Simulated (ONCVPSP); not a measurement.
**gallium (Ga): excitation energies, all-electron against ONCV**

ONCVPSP 4.0.1 input, shortened (lines: element, Z, core and valence counts, functional; n l f; lmax; l rc ep ncon nbas qcut; lloc lpopt rc5 dvloc0; l nproj debl; icmod fcfact rcfact), PBEsol, scalar-relativistic:

```
  Ga 31.00    5    3  -116133      upf
    1    0    2.00
    2    0    2.00
    2    1    6.00
    3    0    2.00
    3    1    6.00
    3    2   10.00
    4    0    2.00
    4    1    1.00
    2
    0    2.00    0.00    4    7    2.60
    1    2.75    0.00    5   10    2.50
    2    0.90    0.00    3    8   15.20
    4    5    0.75    0.00
    0    1    0.50
    1    2    0.50
    2    2    0.60
    3    3.75    1.50
```

In the d channel the program set the typed energies aside and used -0.704, 0.250 Ha.

Energies are relative to the spin-unpolarised reference configuration 3d10 4s2 4p1; without spin polarisation the order of configurations can differ from experiment. Not all tests gave a result: 1 of 4 tests not solved or not reliable.

```tsv
valence configuration	charge	ΔE all-electron (eV)	error AE − PS (meV)
3d10 4s2 4p0	+1	5.680	-2.8
3d10 4s1 4p0	+2	26.816	-64
3d10 4s1 4p1	+1	13.085	-47
```

Note: ghosts flagged at negative energy: s at -223.8 eV; GHOST(+) flagged for p at 5.8 eV. A true bound ghost makes a file unfit for plane-wave use.
